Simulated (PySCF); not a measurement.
# Working out the ionisation energy of Mn²⁺

Mn²⁺ [Ar] 3d5 (6S) → Mn³⁺ [Ar] 3d4 (5D). Computed with PySCF 2.14 in aug-cc-pVTZ (8s7p5d3f2g, 93 functions), with no relativity, point nucleus. Frozen: [Ar]. Energies in hartree (1 hartree = 27.21139 eV):

```
            part  Mn²⁺ (lower)  Mn³⁺ (upper)
             UHF  -1149.109240  -1147.911657
CCSD correlation     -0.074398     -0.042910
             (T)     -0.000782     -0.000205
```

Question: What does Hartree-Fock give?

Answer: (-1147.911657) − (-1149.109240) = 1.197583 hartree = 32.588 eV.

Question: What do CCSD and CCSD(T) give?

Answer: The CCSD correlation energies differ by 0.031488 hartree = 0.857 eV and the triples by 0.000577 hartree = 0.016 eV, so CCSD gives 33.445 eV and CCSD(T) 33.461 eV.

Reference: 33.668 ± 0.012 eV (measured; NIST Atomic Spectra Database, ionization energies), between the lowest levels; spin-orbit coupling is absent from the calculation.

The calculation is non-relativistic.

What remains against the reference includes basis incompleteness, the frozen core and higher excitations.
